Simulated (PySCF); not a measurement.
# Static response to an electric field

Ti(NMe2)2Cl2, C4H12Cl2N2Ti (singlet state).
Structure used (PBE0-D3(BJ)/def2-SVP), in Å, numbered top down from 1:
```
atom  x, y, z in Å
Ti1   -0.7376    0.7843   -0.5666
N2    -1.0959   -0.0209    1.0487
C3    -0.4451    0.5037    2.2246
C4    -1.9927   -1.1257    1.2763
H5    -1.1838    0.8621    2.9655
H6     0.1996    1.3571    1.9628
H7     0.1821   -0.2659    2.7131
H8    -2.4476   -1.4503    0.3304
H9    -1.4599   -1.9871    1.7215
H10   -2.8068   -0.8410    1.9690
N11    0.8956    0.1132   -1.0887
C12    1.3133    0.6653   -2.3547
C13    1.7887   -0.8504   -0.5132
H14    2.2801    1.1956   -2.2664
H15    0.5763    1.3992   -2.7246
H16    1.4103   -0.1198   -3.1280
H17    1.3909   -1.2156    0.4432
H18    1.9253   -1.7205   -1.1838
H19    2.7900   -0.4146   -0.3324
Cl20  -0.5280    2.9999   -0.3499
Cl21  -2.2416    0.1474   -2.0765
```

Level: wB97X-D/def2-SVPD (PySCF), static field, nuclei fixed, core orbitals frozen in the response. The polarisability tensor in these axes (au):

```
x   137.06  -0.54  -8.80
y    -0.54 128.55  -5.33
z    -8.80  -5.33 142.16
```

What are the eigenvalues, a third of the trace, and Δα (Δα² = ½Σ(αi − αj)² over the three pairs)?

Principal values 125.32, 132.91 and 149.54 au; mean 135.92 au = 20.14 Å³ = 22.41 × 10⁻⁴⁰ C²·m²/J; Δα = 21.45 au (16 % of the mean).

What is the dipole moment, and where does it point?

(2.50, -3.03, 2.32) D, 4.56 D in size, pointing from the negative to the positive side. Measured along this direction, the outermost atoms are Cl20 and Cl21 at the negative end and H17 at the positive end.

Along which axes do the principal values lie, and how far do the nuclei extend along each?

Largest value along (-0.56, -0.19, 0.81), where the nuclei span 6.65 Å; middle along (0.74, -0.56, 0.38), 4.69 Å; least along (0.38, 0.81, 0.45), 4.01 Å. The response follows the extents in order.

Form Σ f/ω² (atomic units) for the 15 lowest TDDFT singlets, given as eV and f, and set it beside the mean polarisability, which is this sum over all singlets: 3.57, 0.0064; 3.59, 0.0013; 3.84, 0.0057; 4.29, 0.0399; 4.52, 0.0002; 4.73, 0.0001; 4.94, 0.1541; 5.03, 0.0516; 5.23, 0.0011; 5.37, 0.0076; 5.52, 0.0012; 5.60, 0.0685; 5.68, 0.0035; 5.72, 0.0021; 5.78, 0.0037.

They add up to 10.62 au, 7.8 % of the 135.92 au; the largest single term is 4.68 au, from the state at 4.94 eV. Terms in order: 0.37, 0.08, 0.29, 1.60, 0.01, 0.00, 4.68, 1.51, 0.03, 0.19, 0.03, 1.61, 0.08, 0.05, 0.08 au. Higher excitations give the rest. The strengths listed sum to 0.347.

Give the eigenvalues of the traceless quadrupole moment Θ = ½Σq(3rr − r²1), origin at the centre of nuclear charge.

-10.58, -2.96, 13.53 D·Å. The values depend on the origin, since the dipole doesn't vanish. The electronic extent ⟨r²⟩ about the same centre is 2119 bohr², a root-mean-square distance of 2.37 Å for the 106 electrons.

Find the Langevin capture rate constant for O2+ (31.990 u) meeting this molecule (205.986 u), k = 2.342 × 10⁻⁹ cm³/s × √(α in Å³ / reduced mass in u).

The reduced mass is 27.69 u, so k = 2.00 × 10⁻⁹ cm³/s. The formula leaves out the permanent dipole, which adds to the capture rate.

Isolated species at its PBE0-D3(BJ)/def2-SVP geometry, gas phase.
